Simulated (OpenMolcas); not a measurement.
# d1 ions of charge +4 down a group with 4 bromide ligands in tetrahedral coordination

```yaml
Program: OpenMolcas
Method: CASSCF
Spin-orbit_coupling: RASSI with atomic mean-field integrals over the reference wave functions
```

The d shell is active. Anionic complexes are neutralised by point charges behind the ligands. Distances were set from a Shannon-type radius of the metal (high-spin where two are listed) plus a fixed donor radius (Br 1.91 Å). Ligand basis ANO-RCC-VTZP, DKH2 Hamiltonian. States (labels of Td). Energies in cm-1 above the lowest state or level, χT in cm3 K/mol; 10Dq is the gap between the two states; 10Dq is negative for this site. Spin-only χT is S(S+1) / 2 for the spin of the ground state.

```
 Ion  Shell  R (Å)   Metal basis  Ground state  First state of that spin   10Dq  First gap with spin-orbit (degeneracies)  χT at 300 K  Spin-only χT
 V4+    3d1   2.36  ANO-RCC-VTZP            2E                  2T2 7042  -7042                               6827 (4, 2)        0.384         0.375
Nb4+    4d1   2.46  ANO-RCC-VTZP            2E                  2T2 8627  -8627                               8582 (4, 2)        0.340         0.375
```

|10Dq| changes by a factor of 8627 / 7042 = 1.23 from V4+ to Nb4+.

χT departs most from the spin-only value for Nb4+, by -0.035 cm3 K/mol.

An orbital doublet at a regular site is open to a Jahn-Teller distortion, which this geometry leaves out. Ligand-to-metal charge-transfer states are missing. The least metal-like active orbital is 77 % on the metal (Löwdin) and no ligand orbital is active, so the numbers are rough (holds for V4+). This ion would oxidise such ligands; the complex is a model and need not exist (holds for V4+). With metal d orbitals alone and no dynamic correlation the field as a rule comes out too small, by tens of per cent, by up to half for chloride and softer ligands (holds for V4+). The least metal-like active orbital is 66 % on the metal (Löwdin) and no ligand orbital is active, so the numbers are rough (holds for Nb4+). With metal d orbitals alone the field can be off either way by tens of per cent (holds for Nb4+). No measured value stands beside these numbers; the geometry was imposed, not optimised, and the real ion may take another.
